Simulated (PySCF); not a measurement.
# Unknowns

No relativistic terms, one conformer, no solvent, one averaged value for each set of equivalent atoms. Coordinates at the GFN2-xTB level; PBE0/pcSseg-1 with gauge-including orbitals; PySCF 2.14.

Shifts are taken against calculated references (same method and geometry level): 1H (σ = 31.72 ppm) and 13C (σ = 186.93 ppm) against TMS. Splittings of carbon signals by F and P are missing where no couplings were computed. Where no couplings were computed, multiplicities follow the n + 1 count of equivalent neighbours, and m marks all less simple cases (inequivalent or close neighbours, rings, F or P nearby). Shifts are as computed. Against solution values, carbons near 30 ppm lie about +3 ppm off and those near 130 ppm about +5 ppm. Of 1211 compounds with measured shifts, 218 miss one by over three times the rms of a fit or turn the order of signals round; such compounds aren't used in these exercises. OH and NH positions are gas-phase values without hydrogen bonding to other molecules.

**Question.** C6H8NP. 1H NMR (300 MHz, computed): δ 9.58 (m, 1H), 7.55 (m, 1H), 3.19 (m, 3H), 2.88 (s, 3H). 13C{1H} NMR (computed): δ 204.9 (C), 176.1 (CH), 160.5 (C), 125.5 (CH), 34.6 (CH3), 30.1 (CH3). Identify the compound.

**Answer.** SMILES c1cc(C)nc(C)p1. 6 carbon signals for 6 carbons: no two carbons are equivalent. Carbon types of the structure: 2 × C, 2 × CH, 2 × CH3, which accounts for all hydrogens. δC 204.9, 160.5: substituted aromatic carbon next to a ring nitrogen. δC 176.1, 125.5: aromatic CH. δH 9.58, 7.55: hydrogen on an aromatic CH; aromatic region. δH 3.19, 2.88: hydrogen on a methyl carbon on an aromatic ring; benzylic-type position, deshielded by the ring.

This is the structure that produced the data.

**Question.** C6H7F2N. 1H NMR (400 MHz, computed): δ 10.40 (br s, 1H), 6.70 (m, 1H), 5.97 (m, 1H), 2.89 (m, 2H), 2.77 (m, 2H). 13C{1H} NMR (computed): δ 187.1 (C), 166.4 (C), 139.3 (CH), 119.1 (CH), 33.7 (CH2), 29.0 (CH2). Identify the compound.

**Answer.** `[H]/N=C1\C=C(C(F)F)CC1`. The formula gives 3 degrees of unsaturation (1 ring in the answer). 6 carbon signals for 6 carbons: no two carbons are equivalent. Carbon types of the structure: 2 × C, 2 × CH, 2 × CH2, leaving 1 H on heteroatoms. δC 166.4: fully substituted alkene carbon. δC 139.3: alkene CH; an sp2 carbon of a C=C bond. δC 119.1: allylic sp3 CH bonded to 2 F; 2 electronegative neighbours deshield it. δH 10.40: hydrogen on an imine nitrogen; labile proton, position sensitive to the medium.

The shifts were computed for this structure.
